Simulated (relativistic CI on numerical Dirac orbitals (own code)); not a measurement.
## Radial parameters of Zr XXIX

Method of calculation: Dirac-Coulomb-Breit CI, KLI orbitals optimised for each configuration, a model potential for QED, unscaled Slater integrals (own radial code, finite nucleus).

Slater integrals F^k, G^k are unscaled and averaged over j, outside the closed core [Ne]; ζ comes from projecting the Hamiltonian with its Breit term on Σ l·s of the shell.

- 3s 3p: G^1(3s,3p) = 329660, ζ(3p) = 111580 cm⁻¹; <r>(3s) = 0.3914, <r^2>(3s) = 0.1741, <r>(3p) = 0.3793, <r^2>(3p) = 0.1658 (bohr units).
- 3p2: F^2(3p,3p) = 261210, ζ(3p) = 111520 cm⁻¹; <r>(3p) = 0.3798, <r^2>(3p) = 0.1662 (bohr units).
- 3s 3d: G^2(3s,3d) = 206240, ζ(3d) = 13270 cm⁻¹; <r>(3s) = 0.3917, <r^2>(3s) = 0.1745, <r>(3d) = 0.3364, <r^2>(3d) = 0.1305 (bohr units).

Averages of the first 10 configurations, taken without configuration mixing, which lowers the lowest level and can move excited configurations by several eV; other configurations of the list can lie among them:

| Configuration | Parity | States | Average energy above the lowest level (eV) |
| --- | --- | --- | --- |
| 3s2 | even | 1 | 3.4 |
| 3s 3p | odd | 12 | 77.3 |
| 3p2 | even | 15 | 162.4 |
| 3s 3d | even | 20 | 180.7 |
| 3d2 | even | 45 | 364.0 |
| 3p 3d | odd | 60 | 261.1 |
| 3p 4s | odd | 12 | 788.6 |
| 3d 4s | even | 20 | 886.0 |
| 3s 4s | even | 4 | 707.6 |
| 3s 4p | odd | 12 | 741.5 |
